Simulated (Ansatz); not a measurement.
RuNO3, that is [RuO3N]- with one electron fewer. Charge 0, multiplicity 2. Geometry PBE-D4/def2-SVPD, that of the charge -1 singlet.

```xyz
5

Ru    0.002    0.000    0.000
O     0.217    1.669   -0.463
O     0.914   -0.353    1.445
O     0.485   -1.059   -1.300
N    -1.617   -0.257    0.319
```

In the def2 sets Ru takes a core potential; there is no spin–orbit coupling. At PBE0-D4/def2-TZVPD the charge 0 doublet is spin-contaminated (final ⟨S²⟩ up to 0.89, 0.75 for a pure state).

Estimate the α-spin orbital energies around the gap (eV) in Ansatz with PBE-D4/def2-TZVPD, r2SCAN-D4/def2-TZVPD, PBE0-D4/def2-TZVPD.


| orbital | PBE-D4/def2-TZVPD | r2SCAN-D4/def2-TZVPD | PBE0-D4/def2-TZVPD |
| --- | --- | --- | --- |
| HOMO−5 | -9.55 | -10.22 | -11.74 |
| HOMO−4 | -9.46 | -9.93 | -11.38 |
| HOMO−3 | -9.42 | -9.82 | -10.78 |
| HOMO−2 | -8.86 | -9.14 | -10.04 |
| HOMO−1 | -8.67 | -8.93 | -9.86 |
| HOMO | -8.30 | -8.54 | -9.51 |
| LUMO | -5.65 | -5.77 | -5.01 |
| LUMO+1 | -5.49 | -5.59 | -4.92 |
| LUMO+2 | -3.89 | -3.91 | -3.16 |
| LUMO+3 | -3.64 | -3.54 | -2.74 |
| LUMO+4 | -2.97 | -2.89 | -2.20 |
| LUMO+5 | -0.73 | -0.14 | -0.14 |
| β HOMO | -7.96 | -8.21 | -9.26 |
| β LUMO | -7.86 | -7.65 | -6.67 |
